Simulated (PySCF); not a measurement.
## Re: excitation energy

Re [Xe] 4f14 5d5 6s2 (6S) → Re [Xe] 4f14 5d6 6s1 (6D), as a difference of total energies. Calculation: PySCF 2.14, in ANO-RCC-VTZP; scalar relativity by spin-free X2C-1e. Correlated levels: valence: [Xe] 4f14 frozen. The calculations carry no spin-orbit coupling.

```
           method  excitation energy (eV)
              UHF                   1.830
    MP2 (valence)                   1.700
SCS-MP2 (valence)                   1.700
   CCSD (valence)                   1.836
CCSD(T) (valence)                   1.851
```

Problem. How much does correlation contribute at CCSD(T) (valence)?

Solution. 1.851 − (1.830) = 0.021 eV, measured against UHF.

Errors of the correlated levels include the incompleteness of this basis and the frozen core.

For comparison: 1.759 eV (measured; NIST levels, between the centres of gravity of the two terms).
